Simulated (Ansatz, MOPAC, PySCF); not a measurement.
Torsion F1–Ge2–S3–H4 in FGeHS (SMILES [F][Ge][SH]); at each angle all else is relaxed with GFN2-xTB, and the levels are single points there.
Geometry at 180° (charge 0, multiplicity 1):
```tsv
atom	x (Å)	y (Å)	z (Å)
F	1.6739	-0.6334	0.1724
Ge	0.9292	0.9438	-0.3066
S	-1.1634	0.4355	0.3441
H	-1.6547	1.6158	-0.0284
```

On the grid 0° to 330°, 270° is the highest and 180° the lowest point at wB97M-V/def2-TZVPP.

Frozen-core correlation. Filled d and f shells under p-block atoms count as core. CBS: X⁻³ extrapolation of the correlation energy, Hartree–Fock from the larger set. Rows in 3-21G carry no dispersion term and start afresh at each structure; the Pople sets are all-electron and without relativity. The state reached by AM1 isn't checked.

Codes used: Ansatz (Gaussian basis) for Hartree–Fock, density functionals and correlated methods; MOPAC for AM1 (differences of heats of formation); PySCF for 3-21G rows. Values without a source in brackets are computed.

Task: Estimate the energy at 270° less that at 180° that B3LYP/3-21G returns for this input.

Result: 10.4 kcal/mol

Task: Predict the energy at 270° less that at 180° from AM1.

Result: 5.9 kcal/mol

Task: What is the computed energy at 270° less that at 180° (MP2/CBS(def2-TZVPP, def2-QZVPP))?

Result: 10.1 kcal/mol

Ansatz is a program for electronic structure.
